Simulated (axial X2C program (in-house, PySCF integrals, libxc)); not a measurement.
# Worked dissociation energy of TeO⁻: r2SCAN, without spin–orbit coupling

All values were computed with an axial X2C code built on PySCF integrals. Spin-free means the one-electron spin-free X2C Hamiltonian. Basis: Te dyall-acv3z [12s13p9d5f1g], O dyall-av3z [7s6p3d2f] (cores contracted in-house); Gaussian nuclei, density fitting, unrestricted open shells. Masses: Te 129.906 u, O 15.995 u.

Molecular state: M_S = 1/2, Λ = 1 (beyond evenly filled blocks: π+α, π+β, π-α).

* E(Te-) (2M_S = 1, M_L = 0): -6793.876203 hartree
* E(O) (2M_S = 2, M_L = 0): -75.115730 hartree
* E(TeO⁻) at Re: -6869.127193 hartree
* ωe: 683.5 cm⁻¹
* ωexe: 3.36 cm⁻¹

**Question.** Work out De and D0.

**Answer.** De = -6793.876203 + (-75.115730) − (-6869.127193) = 0.13526 hartree = 3.681 eV. The zero-point energy is ωe/2 − ωexe/4 = 341 cm⁻¹ = 0.042 eV, so D0 = 3.638 eV.

The state is one determinant whose occupation by symmetry is held fixed; it was picked as the lowest of a PBE0 search that is not exhaustive. Dissociation energies refer to the lowest single-determinant-based atoms at the same level and basis. The functionals have no current-density term, which raises determinants with orbital currents, atoms included. The highest occupied level of some functionals is positive through self-interaction error; at Hartree–Fock it is bound. Spin-free De lacks the spin–orbit lowering of the heavy p-block atom, a tenth of an eV or more for 4p and 5p, up to an eV for 6p and one to two eV for 7p atoms, less what an open-shell molecule gains itself.

Each atomic determinant is the lowest at this level and need not be a pure term. Totals compare only within one Hamiltonian and basis.
